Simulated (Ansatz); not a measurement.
C2H7NOSi2, SMILES CC1=N[SiH2]O[SiH2]1.

The structure is a stationary point at r2SCAN-D4/def2-SVP. This is a generated structure with no PubChem entry under its InChIKey; it may be hypothetical.

Two levels are set side by side: PBE/def2-SVPD (Ansatz, an electronic-structure program) and PBE0/def2-SVPD (Ansatz). Energy differences of separate SCF runs at the same geometry; the states with an electron removed or added have multiplicity 2 and 2. Differences are taken from unrounded values.

```
quantity                            PBE
---------------------------------  ----
vertical ionisation energy (eV)    8.75
vertical singlet–triplet gap (eV)  3.25
```

**Question.** These are the PBE values. What does PBE0 give? (Estimate from the structure and the level; the computed values follow.)

**Answer.** 
```tsv
quantity	PBE0	PBE minus PBE0
vertical ionisation energy (eV)	8.89	-0.13
vertical singlet–triplet gap (eV)	3.24	0.01
```

On these quantities the two levels nearly agree.
